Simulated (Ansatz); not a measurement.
Job for Ansatz (an electronic-structure program): U-CCSD(T)/def2-TZVPP on H2IIn (SMILES [InH2][I]), a point of a bond scan (R = 5.400 Å). Elements past Kr take the def2 small-core potentials; no spin–orbit coupling. The run froze 18 orbitals, filled d shells among them.

Ansatz 0.2 input:
```yaml
crystal:
  periodic: [false, false, false]
  atoms:
    - {symbol: In, position_ang: [-0.72638877, -1.13552285, 0.19955666]}
    - {symbol: H, position_ang: [-0.06961712, -2.17409956, 1.39445122]}
    - {symbol: H, position_ang: [-2.11914691, -1.24747254, -0.79314453]}
    - {symbol: I, position_ang: [2.15211759, 3.36428479, -0.59123902]}
basis:
  gaussian:
    orbitals: def2-TZVPP
correlation: {method: ccsd_t, electrons: outside_noble_gas}
scf: {omitted_lower_state_checks: [cluster_reference]}
magnetization: {spin_polarized: true, initial_magnetization: 0}
```

Q: What total energy does the run end on?

A: -487.2013 hartree (reference determinant -486.9828, T1 diagnostic 0.020). Its determinant has ⟨S²⟩ = 1.00, a mixture of spin states.

Q: How many basis functions does it have, and what does it roughly cost on one machine?

A: 128 functions; roughly 60 core-seconds.
